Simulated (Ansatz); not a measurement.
The lowest singlet and triplet of Cl2Si (SMILES Cl[Si]Cl); geometries from B3LYP-D3(BJ)/def2-TZVP, each state relaxed from the structure named, with no frequency check.
Singlet (charge 0, multiplicity 1):
```xyz
3

Cl    -1.6230    -0.3869     0.0000
Si    -0.0007     0.9367     0.0000
Cl     1.6236    -0.3845     0.0000
```

A positive gap puts the triplet lower; no zero-point energy. R- takes a restricted singlet. U- takes an unrestricted singlet (broken symmetry where lower, unprojected). The triplet is unrestricted in single-reference levels. Active spaces average the two states.

Cores are frozen in the correlated methods.

Run with Ansatz (Gaussian basis) for Hartree–Fock, density functionals and correlated methods. Each number belongs to the level named beside it.

```tsv
level	gap E(singlet) − E(triplet), vertical, at the singlet's geometry (kJ/mol)
R-PBE/def2-TZVPP	…
U-B2PLYP/def2-TZVPP	-238.8
U-MP2/cc-pV(D+d)Z	…
R-SCS-MP2/cc-pV(D+d)Z	-234.7
R-CCSD/cc-pV(D+d)Z	-232.1
U-CCSD(T)/cc-pV(D+d)Z	-235.5
R-CCSDT/cc-pV(D+d)Z	-235.3
SC-NEVPT2 on SA-CASSCF(2,2)/cc-pV(D+d)Z	-233.6
FIC-MRCISD+Q on SA-CASSCF(2,2)/cc-pV(Q+d)Z	-238.1
```

Question: What belongs in the gaps?

Answer: 
- R-PBE/def2-TZVPP, gap E(singlet) − E(triplet), vertical, at the singlet's geometry (kJ/mol): -225.4
- U-MP2/cc-pV(D+d)Z, gap E(singlet) − E(triplet), vertical, at the singlet's geometry (kJ/mol): -220.7

Doubts at one or more of the structures used: a restricted determinant that unrestricted orbitals would lower (R-SCS-MP2/cc-pV(D+d)Z, R-CCSD/cc-pV(D+d)Z, R-CCSDT/cc-pV(D+d)Z).

Ansatz is an electronic-structure program.
